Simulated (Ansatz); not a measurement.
Ca₂₀⁻ (started as a model of: Ca20 tetrahedron), relaxed as a doublet with UKS PBE/def2-SVP in Ansatz, starting from a model built from a lattice or polyhedron. Force threshold 0.03 eV/Å.

Single mean-field runs in def2-SVP are fitted with def2-universal-jkfit. Another isomer (doublet) lies 1.26 eV lower at PBE0/def2-TZVP; other spin states weren't run for this one.

Start:

Cartesian coordinates in Å:
```
Ca 4.8368 4.7864 0.9806
Ca 1.7154 3.2790 2.3676
Ca -1.4070 1.7449 3.7800
Ca -4.5265 0.2070 5.1902
Ca 4.2159 1.1308 0.5768
Ca 1.0838 -0.4109 1.9906
Ca -2.0329 -1.9241 3.3784
Ca 3.5531 -2.5575 0.1572
Ca 0.4829 -4.0527 1.5565
Ca 2.9309 -6.2242 -0.2380
Ca 2.1541 3.5784 -1.2993
Ca -0.9971 2.0490 0.0892
Ca -4.0805 0.5511 1.4780
Ca 1.5229 -0.0692 -1.7190
Ca -1.6060 -1.5971 -0.3241
Ca 0.8653 -3.7403 -2.1275
Ca -0.5773 2.4052 -3.6321
Ca -3.6953 0.9033 -2.2317
Ca -1.1887 -1.2819 -4.0381
Ca -3.2498 1.2230 -5.9350
```

Task: Estimate the energy that the relaxation releases and the steps that it takes.

Result: 16.9 kJ/mol, in 3 steps; 29 s on 2 threads of AMD EPYC 7R13 on a shared host and a share (18 GiB) of an NVIDIA H100 80GB HBM3. No frequencies were taken in this run, so the end may be a saddle point.

Task: Does the start keep its bonding and symmetry?

Result: By distances, no bond broke or formed. The bond that changes most is Ca12–Ca15, from 3.72 to 3.88 Å (atoms count from 1). Point group Td at the start, Td at the end, both within 0.05 Å.

Task: Predict the relaxed structure.

Result: 
Cartesian coordinates in Å:
```
Ca 4.916 4.864 0.995
Ca 1.774 3.344 2.428
Ca -1.446 1.769 3.874
Ca -4.589 0.211 5.267
Ca 4.305 1.163 0.593
Ca 1.127 -0.420 2.051
Ca -2.089 -1.965 3.462
Ca 3.649 -2.624 0.173
Ca 0.476 -4.174 1.600
Ca 2.981 -6.316 -0.235
Ca 2.202 3.683 -1.342
Ca -1.016 2.146 0.080
Ca -4.193 0.557 1.529
Ca 1.561 -0.073 -1.788
Ca -1.672 -1.654 -0.339
Ca 0.900 -3.834 -2.172
Ca -0.585 2.456 -3.720
Ca -3.761 0.904 -2.296
Ca -1.231 -1.277 -4.132
Ca -3.309 1.239 -6.028
```
Bond lengths (bridged metal pairs left out): 60 × Ca–Ca 3.77 to 3.88 Å.
